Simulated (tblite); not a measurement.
Give a GFN2-xTB geometry of `[H]/N=C/C(=C)[C@H]1CC(=S)N1`.

Z-matrix in Å and degrees, rows numbered from 1:
```
C 
C   1  1.3325
C   2  1.4608  1  121.08
N   3  1.2602  2  120.61  1  -176.51
C   2  1.5021  1  122.49  3   179.43
C   5  1.5504  2  115.81  1   -70.03
C   6  1.5141  5   85.45  2   116.58
S   7  1.6180  6  136.01  5  -179.41
N   7  1.3449  6   91.96  5     0.38
H   1  1.0769  2  121.67  3   179.92
H   1  1.0769  2  121.76  3     0.17
H   3  1.0983  2  114.50  1     3.11
H   4  1.0164  3  115.71  2   179.84
H   5  1.0929  2  109.12  1   159.32
H   6  1.0869  5  115.25  2     1.59
H   6  1.0864  5  115.43  2  -128.25
H   9  1.0064  5  132.10  2    63.04
```

The C–N distances run from 1.260 Å (C3=N4, drawn double) to 1.451 Å (C5–N9, drawn single), a spread of 0.191 Å. Of the pairs four or more bonds apart, N4···H14 is among the closest relative to their van der Waals radii: 2.32 Å, 84 % of the sum of Bondi's values. The 4-membered ring C5–C6–C7–N9 has internal angles of 85.4° to 96.0°; it is planar, 0.00 Å rms from its mean plane, widest ring torsion 0°. N9 (nitrogen bound to a thiocarbonyl carbon) is planar (angles 132.1°, 131.9° and 96.0°, sum 360.0°, 0.00 Å off the plane of its three neighbours).

The geometry is computed with GFN2-xTB (gas phase).

Point group: C1 (no symmetry element, even within 0.4 Å). Its GFN2-xTB frequencies are all real (lowest 26 cm⁻¹). One conformer, not necessarily the lowest (C1–C2–C3–N4 -177°, C1–C2–C5–C6 -70°).
